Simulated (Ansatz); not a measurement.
## Molecular dynamics of BCl2FH2O

Input file:

```yaml
crystal:
  periodic: [false, false, false]
  atoms:
    - { symbol: B, position_ang: [0.061409, -0.3453, -0.09721] }
    - { symbol: F, position_ang: [0.019176, 0.108921, 1.494766] }
    - { symbol: Cl, position_ang: [1.564473, 0.274091, -0.807787] }
    - { symbol: Cl, position_ang: [-1.492654, 0.101441, -0.863398] }
    - { symbol: O, position_ang: [0.116866, -1.732842, 0.415466] }
    - { symbol: H, position_ang: [-0.65588, -2.254416, 0.168475] }
    - { symbol: H, position_ang: [0.02841, -1.005494, 1.46429] }
basis:
  gaussian: { orbitals: def2-SVPD }
hamiltonian:
  xc: pbe0
  dispersion: d4
md:
  timestep: 0.5
  n_steps: 200
  ensemble: nve
  temperature: 100.0
  initial_velocities: maxwell_boltzmann
  seed: 7917
```

Command:

```bash
$ ansatz run input.yaml --threads 4 --pin off --max-ram 5120MiB --backend cpu --events-out ev --progress --plain --runs-dir out
```

It starts at the highest image of a converged band, a first-order saddle point between two minima.

Output, in part (step lines, the closing report, with atoms numbered from 0):

```
md step     0: t =     0.00 fs  T =   100.0 K  F+E_penalty+E_count = -30496.29437333 eV  E_kin = 0.064630 eV  conserved = -30496.22974333 eV  (26 SCF iters)
md step     1: t =     0.50 fs  T =    94.7 K  F+E_penalty+E_count = -30496.29087039 eV  E_kin = 0.061234 eV  conserved = -30496.22963659 eV  (30 SCF iters)
md step     2: t =     1.00 fs  T =    81.2 K  F+E_penalty+E_count = -30496.28187689 eV  E_kin = 0.052461 eV  conserved = -30496.22941637 eV  (30 SCF iters)
md step     3: t =     1.50 fs  T =    64.3 K  F+E_penalty+E_count = -30496.27075162 eV  E_kin = 0.041569 eV  conserved = -30496.22918290 eV  (30 SCF iters)
md step     4: t =     2.00 fs  T =    49.7 K  F+E_penalty+E_count = -30496.26112969 eV  E_kin = 0.032111 eV  conserved = -30496.22901830 eV  (30 SCF iters)
md step     5: t =     2.50 fs  T =    41.2 K  F+E_penalty+E_count = -30496.25559943 eV  E_kin = 0.026630 eV  conserved = -30496.22896992 eV  (30 SCF iters)
md step     6: t =     3.00 fs  T =    40.0 K  F+E_penalty+E_count = -30496.25492727 eV  E_kin = 0.025882 eV  conserved = -30496.22904562 eV  (30 SCF iters)
md step     7: t =     3.50 fs  T =    44.4 K  F+E_penalty+E_count = -30496.25793261 eV  E_kin = 0.028720 eV  conserved = -30496.22921277 eV  (30 SCF iters)
[... lines left out ...]
Total energy: -30496.45212100 eV, -1120.7239442091 hartree
Atom 0 at     0.010774     0.389656    -0.027324 Å, force     0.470938    -0.103555     4.194549 eV/Å
Atom 1 at     0.008103     0.708955     1.400258 Å, force    -0.169876    -0.586994    -3.888289 eV/Å
Atom 2 at     1.623878     0.226425    -0.696730 Å, force    -0.603690     0.314128    -0.199644 eV/Å
Atom 3 at    -1.522136     0.014988    -0.748479 Å, force     0.240042     0.465143    -0.191030 eV/Å
Atom 4 at     0.034806    -2.491341     0.117062 Å, force     3.740145     0.932400     2.318145 eV/Å
Atom 5 at    -0.561361    -2.835858    -0.472494 Å, force    -2.100718    -1.472810    -2.382259 eV/Å
Atom 6 at     0.935699    -2.859364    -0.073960 Å, force    -1.576841     0.451687     0.148528 eV/Å
Dipole moment:     0.065747    -0.365538    -0.471286 e Å
```

The steps, from the saved trajectory:

```
time (fs)  T (K)  potential energy less start (eV)  conserved less start (meV/atom)
        0    100                             0.000                             0.00
        3     40                             0.039                             0.10
        6     42                             0.038                             0.10
        9     84                             0.010                             0.02
       12     74                             0.017                             0.10
       15    202                            -0.065                             0.12
       18    380                            -0.181                            -0.02
       21    733                            -0.410                            -0.13
       24    963                            -0.557                             0.18
       27   1456                            -0.879                            -0.33
       30   1351                            -0.811                            -0.28
       33    800                            -0.451                             0.28
       36   1079                            -0.635                            -0.22
       39   1395                            -0.840                            -0.42
       42   1090                            -0.639                             0.08
       45    831                            -0.473                            -0.01
       48    800                            -0.454                            -0.26
       51    843                            -0.480                             0.01
       54   1033                            -0.602                             0.12
       57   1076                            -0.632                            -0.17
       60    713                            -0.397                            -0.08
       63    628                            -0.340                             0.21
       66    958                            -0.554                             0.05
       69    979                            -0.570                            -0.17
       72    671                            -0.369                            -0.02
       75    478                            -0.243                             0.21
       78    751                            -0.421                            -0.05
       81   1120                            -0.662                            -0.41
       84    876                            -0.503                            -0.14
       87    458                            -0.230                             0.18
       90    826                            -0.471                            -0.32
       93   1006                            -0.588                            -0.28
       96    640                            -0.348                             0.17
       99    440                            -0.220                             0.03
```

The run went to its last step. The conserved energy stayed within 0.42 meV per atom of its start (net change 0.3 meV per atom), so the integration is sound. The kinetic energy rose, since the run started high on the potential surface and went downhill. It ends in pieces (BCl2F + H2O), so much of that is their flight and rotation, not heat. A run of 0.1 ps of so small a system gives no equilibrium averages. The orbitals stay closed-shell, which can raise the energy where a bond breaks towards radicals; this wasn't checked here.

Between its relaxed ends the band would form F2–H7 and break B1–F2, O5–H7. These pairs go: F2–H7 1.11 → 3.97 Å, B1–F2 1.66 → 1.46 Å, O5–H7 1.28 → 0.99 Å. In the last frame they stand as before the step (other bonds may differ from the relaxed reactants and products). Also parted: B1–O5 1.48 → 2.88 Å. It ends as BCl2F + H2O. Pairs count as bonded within 1.25 times the sum of covalent radii (0.12 Å more for H–H).

Last frame:

```xyz
7
Properties=species:S:1:pos:R:3
B 0.011 0.390 -0.027
F 0.008 0.709 1.400
Cl 1.624 0.226 -0.697
Cl -1.522 0.015 -0.749
O 0.035 -2.491 0.117
H -0.561 -2.836 -0.472
H 0.936 -2.859 -0.074
```

The run took 7.6 min on 4 threads of Arm Neoverse V1, with other jobs on the host, peak memory 0.39 GiB.
